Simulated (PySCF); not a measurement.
Electronic structure of O⁺ (oxygen, charge +1) at the PBE level

Configuration: [He] 2s2 2p3, high-spin 4S determinant. Computed with PySCF 2.14 in cc-pVDZ (3s2p1d, 14 functions), with no relativity, point nucleus.

| Property | Result |
| --- | --- |
| Total energy | -74.4746 hartree |
| One-electron energy | -98.3383 hartree |
| Hartree (Coulomb) energy | 31.8636 hartree |
| Exchange-correlation energy | -7.9999 hartree |
| Kinetic energy | 74.13343 hartree |
| ⟨S²⟩ | 3.7513 |
| ⟨L²⟩ | 0.000 |
| Sum of ⟨r⟩ | 5.872 bohr |
| Sum of ⟨r²⟩ | 7.583 bohr² |
| Density at the nucleus (Gaussians lack the cusp) | 299 bohr⁻³ |
| Spin density at the nucleus | 0.285 bohr⁻³ |
| Langevin diamagnetic susceptibility | -6.01 ×10⁻⁶ cm³/mol |
| Time after the integrals | 0.06 s of wall time on 1 thread of Neoverse-V1 (shared host) |

```tsv
shell	electrons	mean orbital energy (eV)	rms radius, mean of both spins (bohr)
1s α	1	-533.48	0.232
1s β	1	-531.35	0.232
2s α	1	-41.683	1.21
2s β	1	-35.810	1.21
2p α	3	-26.425	1.23
```
